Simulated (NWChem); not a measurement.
A series in which one site is exchanged, each optimised at PBE0/def2-SVP with NWChem, gas phase unless a solvent is named. This build's default masses of Se (78.918 u) and Br (79.917 u) are each other's, which moves their modes by up to 0.6 %. For some, no frequency run checked for a minimum. def2 effective core potentials on Cd; no spin-orbit coupling.

A: [SiH3][Mg][Br] (MgSiH3Br; site = Mg)
B: [Br][Be][SiH3] (BeSiH$_{3}$Br; site = Be)
C: [SiH3][Zn][Br] (ZnSiH3Br; site = Zn)
D: [SiH3][Cd][Br] (CdSiH₃Br; site = Cd)

| quantity | A | B | C | D |
|---|---|---|---|---|
| orbital gap (eV), PBE0/def2-SVP | … | 6.97 | 7.39 | 6.77 |
| static polarisability, B3LYP/def2-SVPD (bohr³) | … | 71.0 | 83.1 | 91.8 |
| lowest singlet excitation, B3LYP/def2-SVPD, TDA (eV) | … | 5.79 | 5.66 | 5.25 |

Q: What belongs in the gaps?

A: 
- orbital gap (eV), PBE0/def2-SVP, A: 6.30
- static polarisability, B3LYP/def2-SVPD (bohr³), A: 87.8
- lowest singlet excitation, B3LYP/def2-SVPD, TDA (eV), A: 5.31
